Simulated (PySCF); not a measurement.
## Optical rotation: `C=C[C@H]1CO[Si@@H](F)C1`, C$_{5}$H$_{9}$FOSi

Molfile (atoms numbered from 1):
```
C5H9FOSi
     RDKit          3D

 17 17  0  0  0  0  0  0  0  0999 V2000
    2.6544    0.1689   -0.7904 C   0  0  0  0  0  0  0  0  0  0  0  0
    1.3555    0.3854   -0.8822 C   0  0  0  0  0  0  0  0  0  0  0  0
    0.3558    0.0018    0.1593 C   0  0  1  0  0  0  0  0  0  0  0  0
   -0.4597    1.2133    0.6486 C   0  0  0  0  0  0  0  0  0  0  0  0
   -1.6672    0.7737    1.2315 O   0  0  0  0  0  0  0  0  0  0  0  0
   -2.1347   -0.7193    0.7966 Si  0  0  1  0  0  4  0  0  0  0  0  0
   -3.5423   -0.6379    0.0179 F   0  0  0  0  0  0  0  0  0  0  0  0
   -0.6646   -1.0258   -0.3612 C   0  0  0  0  0  0  0  0  0  0  0  0
    3.0915   -0.3009    0.0756 H   0  0  0  0  0  0  0  0  0  0  0  0
    3.3370    0.4480   -1.5747 H   0  0  0  0  0  0  0  0  0  0  0  0
    0.9419    0.8554   -1.7659 H   0  0  0  0  0  0  0  0  0  0  0  0
    0.8679   -0.4290    1.0251 H   0  0  0  0  0  0  0  0  0  0  0  0
   -0.7027    1.8750   -0.1898 H   0  0  0  0  0  0  0  0  0  0  0  0
    0.0888    1.7862    1.3998 H   0  0  0  0  0  0  0  0  0  0  0  0
   -2.3549   -1.5620    1.9489 H   0  0  0  0  0  0  0  0  0  0  0  0
   -0.2406   -2.0259   -0.3548 H   0  0  0  0  0  0  0  0  0  0  0  0
   -0.9332   -0.7949   -1.3941 H   0  0  0  0  0  0  0  0  0  0  0  0
  1  2  2  0
  2  3  1  0
  3  4  1  0
  4  5  1  0
  5  6  1  0
  6  7  1  0
  6  8  1  0
  8  3  1  0
  1  9  1  0
  1 10  1  0
  2 11  1  0
  3 12  1  1
  4 13  1  0
  4 14  1  0
  6 15  1  1
  8 16  1  0
  8 17  1  0
M  END
```

Method used: TDDFT CAM-B3LYP/def2-SVPD circular dichroism and optical rotation, one conformer, gas phase in PySCF 2.14.0. Geometry: GFN2-xTB.

The molecule is flexible and this is one conformer; a measurement averages over conformers.

Stereocentres: C3 S, Si6 S.

Question: Give the optical rotatory dispersion at 633, 589.3, 546, 436, 405, 365, 355 nm.

Answer: [α] in deg dm⁻¹ (g/mL)⁻¹:
```tsv
λ (nm)	origin-invariant length gauge	modified velocity gauge	length gauge (centre of mass)	isotropic polarisability (au)
633	+39.7	+45.6	+40.2	85.4
589.3	+47.0	+53.9	+47.6	85.7
546	+56.5	+64.7	+57.2	86.1
436	+100.9	+114.4	+102.0	87.8
405	+123.9	+140.0	+125.2	88.6
365	+168.6	+189.2	+170.3	90.0
355	+183.9	+205.9	+185.6	90.5
```

Question: And for the mirror image at 589.3 nm?

Answer: -47.0 deg dm⁻¹ (g/mL)⁻¹ (origin-invariant length gauge): the same size and the opposite sign.

Question: What is the molar rotation [Φ] = [α]·M/100 of the geometry above at 589.3 nm?

Answer: With M = 132.21 g/mol, +62.1 deg cm² dmol⁻¹ (origin-invariant length gauge).

The first excitation lies at 7.35 eV (169 nm) with R = -2.0 × 10⁻⁴⁰ esu² cm² (velocity form).
